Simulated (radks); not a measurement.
Values are calculated unless marked as measured or tabulated.
Task: The mean radii <r> (bohr) of the occupied orbitals of an atom or ion are listed with their occupations. Level of theory: scalar-relativistic Kohn-Sham, BP86, spin-polarised, spherical densities, finite nucleus; Fermi nuclear charge, rms radius of each element as measured or else 0.836 A^(1/3) + 0.57 fm (a radial shooting solver on a logarithmic mesh with Libxc functionals).

| orbital | occ. | <r> |
|---|---|---|
| 1s up | 1 | 0.02274 |
| 1s down | 1 | 0.02274 |
| 2s up | 1 | 0.09700 |
| 2s down | 1 | 0.09700 |
| 2p up | 3 | 0.08546 |
| 2p down | 3 | 0.08546 |
| 3s up | 1 | 0.2550 |
| 3s down | 1 | 0.2548 |
| 3p up | 3 | 0.2534 |
| 3p down | 3 | 0.2531 |
| 3d up | 5 | 0.2311 |
| 3d down | 5 | 0.2308 |
| 4s up | 1 | 0.5795 |
| 4s down | 1 | 0.5793 |
| 4p up | 3 | 0.6138 |
| 4p down | 3 | 0.6134 |
| 4d up | 5 | 0.6714 |
| 4d down | 5 | 0.6711 |
| 5s up | 1 | 1.378 |
| 5p up | 3 | 1.581 |
| 5p down | 3 | 1.621 |
| 4f up | 6 | 0.9316 |

Name the element and its charge. Open shells, if any, are filled with parallel spins first.

Result: Z = 62, samarium, charge +3: Sm3+ in [Kr] 4d10 4f6 5s1 5p6. The 1s radius gives Z: for a bare nucleus <r> = (2 gamma + 1)/(2Z) with gamma = sqrt(1 - (Z/c)^2), 0.02245 bohr for Z = 62, and screening makes it slightly larger (0.02274 here). The occupations add up to 59, and the charge is Z minus that.
